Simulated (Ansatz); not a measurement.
`FC(Br)Br` → Br₂ + `[CH]F` at 700 K and 1 bar (formal loss of a carbene).

Calculated with Ansatz (gas phase, PBE0-D4/def2-TZVP geometries, no zero-point term in ΔE). CCSD(T)/CBS is the MP2 limit (def2-TZVPP, def2-QZVPP) plus CCSD(T) − MP2 in def2-TZVPP, frozen cores. This one scheme is used for every species. For Br outer-core shells are correlated without core-valence functions, which leaves a few kJ/mol of doubt a bond. Scalar relativity is left out up to krypton.

```tsv
species	CCSD(T)/CBS energy (Eh)	H − E (kJ/mol)	S (J/(mol·K))
`FC(Br)Br`	-5285.06130	99.4	381.8
Br₂	-5146.62008	26.4	276.4
`[CH]F`	-138.29972	58.3	255.7
```

H − E and S are ideal-gas, rigid-rotor, harmonic terms from PBE0-D4/def2-TZVP. 1 Eh = 2625.50 kJ/mol, R = 8.31446 J/(mol·K).

Problem. By hand: ΔE, ΔH, ΔS and ΔG.

Solution. ΔE = (-5146.62008) + (-138.29972) − (-5285.06130) = 0.14150 Eh = 371.5 kJ/mol. Δ(H − E) = 26.4 + 58.3 − 99.4 = -14.7, so ΔH = 356.8 kJ/mol. ΔS = 276.4 + 255.7 − 381.8 = 150.3 J/(mol·K). ΔG = 356.8 − 700 × (150.3)/1000 = 251.6 kJ/mol.

Problem. By hand: the equilibrium constant, and the temperature at which ΔG would vanish if ΔH and ΔS stayed fixed.

Solution. log₁₀ K = −ΔG/(RT ln 10) = -18.8. ΔG = 0 at ΔH/ΔS = 2374 K.

The number of gas molecules changes by +1, which sets the sign of ΔS. A doubt of 5 kJ/mol in ΔE shifts log₁₀ K by 0.4 here. These are equilibria of isolated gas molecules and say nothing of rates. Largest T1 diagnostic: 0.018 (customary marks: 0.02 for closed shells, 0.045 for open ones).
